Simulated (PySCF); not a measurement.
Several molecules and their computed UV-vis stick spectra, shuffled. Computed with TDDFT CAM-B3LYP/def2-SVPD, vertical, gas phase, core orbitals frozen in the response (PySCF 2.14.0, density-fitted response routines). Geometries: GFN2-xTB; one conformer of each isolated species. Triplets are in the Tamm–Dancoff approximation.

A. `C#C[C@](F)(CC)[SiH2]S`
B. `C=CC1CCC1`
C. `C=COC(=O)[SiH2]F`
D. `O=C(C)c1oc(nn1)C`
E. `C#CC(C)(C)C`

Lowest singlet levels (six at most, fewer where fewer were computed) with oscillator strengths:

1. 184 nm (f 0.000); 177 nm (f 0.004 summed over 2 states); 164 nm (f 0.143 summed over 2 states); 147 nm (f 0.000 summed over 2 states) [of 8 roots; the last level is left out, as the window may have cut its degenerate partner]; T1 5.59 eV
2. 249 nm (f 0.004); 206 nm (f 0.327); 175 nm (f 0.017); 170 nm (f 0.051); 165 nm (f 0.030); 165 nm (f 0.048); T1 4.13 eV
3. 170 nm (f 0.063); 168 nm (f 0.495); 165 nm (f 0.006); 158 nm (f 0.005); 156 nm (f 0.001); 151 nm (f 0.001); T1 4.48 eV
4. 211 nm (f 0.002); 202 nm (f 0.004); 197 nm (f 0.025); 188 nm (f 0.003); 181 nm (f 0.009); 177 nm (f 0.007); T1 5.27 eV
5. 314 nm (f 0.000); 253 nm (f 0.001); 221 nm (f 0.358); 191 nm (f 0.006); 181 nm (f 0.003); 166 nm (f 0.025); T1 3.42 eV

Question: Match each spectrum to its molecule.

Answer: 1 = E, 2 = C, 3 = B, 4 = A, 5 = D.
- A: S1 at 5.89 eV, HOMO-1→LUMO (38%), HOMO→LUMO (25%), HOMO-1→LUMO+1 (14%); Löwdin shares by element: HOMO sulfur 67%, hydrogen 10% or more, silicon 10%; LUMO carbon 29% or more, silicon 18%, sulfur 14% (atoms not listed hold the other 40%); HOMO -8.70 and LUMO 0.62 eV.
- B: S1 at 7.28 eV, HOMO→LUMO+1 (49%), HOMO→LUMO+3 (36%), HOMO→LUMO+2 (8%); Löwdin shares by element: HOMO carbon 81% or more (atoms not listed hold the other 19%); LUMO carbon 62% or more, hydrogen 5% or more (atoms not listed hold the other 33%); HOMO -8.60 and LUMO 1.49 eV.
- C: S1 at 4.98 eV, HOMO-1→LUMO (90%); Löwdin shares by element: HOMO carbon 64% or more, oxygen 24%; LUMO oxygen 31%, carbon 30% or more, silicon 14% (atoms not listed hold the other 25%); HOMO -9.04 and LUMO -0.31 eV.
- D: S1 at 3.95 eV, HOMO→LUMO (88%); Löwdin shares by element: HOMO oxygen 57% or more, carbon 19% or more, nitrogen 10% or more; LUMO carbon 35% or more, oxygen 22% or more, nitrogen 16% or more (atoms not listed hold the other 28%); HOMO -9.52 and LUMO -1.14 eV; point group Cs, 1 of its 6 listed states under f = 0.0005.
- E: S1 at 6.76 eV, HOMO-1/HOMO→LUMO+2 (≥16%), HOMO-1/HOMO→LUMO+3 (≥16%), HOMO-1/HOMO→LUMO+5 (≥15%); Löwdin shares by element: HOMO (one of a set within 0.03 eV) carbon 89% or more; LUMO carbon 49% or more (atoms not listed hold the other 51%); HOMO -9.09 and LUMO 1.30 eV; point group C3v, 3 of its 7 listed states under f = 0.0005.

A slash joins orbitals within 0.01 eV of each other, whose weights are summed (≥ marks a lower bound).
